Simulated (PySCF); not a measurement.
Numbering as in the mapped SMILES `[SiH3:1][n:2]1[cH:3][cH:4][n:5][cH:6]1`. Hydrogens are named by the atom that carries them.

GIAO PBE0/pcSseg-1 shifts (PySCF, gas phase, non-relativistic, equivalent atoms averaged), each against references optimised in the same way as the molecule (TMS, NH3).

On the GFN2-xTB geometry: Si1 -54.9, N5 310.7, N2 172.7, C6 144.8, C4 139.6, C3 124.1, H(C4) 7.52, H(C6) 7.26, H(C3) 6.97, H(Si1) 5.11 ppm.

Q: What changes on the PBE0-D3(BJ)/def2-SVP geometry?

A: 
```
 atoms  δ (ppm)  change
   Si1    -49.7    +5.2
    N5    311.7    +1.0
    N2    175.7    +3.0
    C6    145.0    +0.2
    C4    139.6    +0.0
    C3    124.3    +0.2
 H(C4)     7.41   -0.11
 H(C6)     7.27   +0.01
 H(C3)     6.99   +0.02
H(Si1)     5.03   -0.08
```

Bonds between heavy atoms that differ most (equivalent bonds averaged): Si1–N2 1.751 → 1.776 Å, C3–C4 1.359 → 1.371 Å, C6–N2 1.365 → 1.375 Å, N5–C6 1.295 → 1.304 Å, N2–C3 1.375 → 1.383 Å. Mean change of bonds to hydrogen: Si–H +0.028 Å, C–H +0.019 Å.
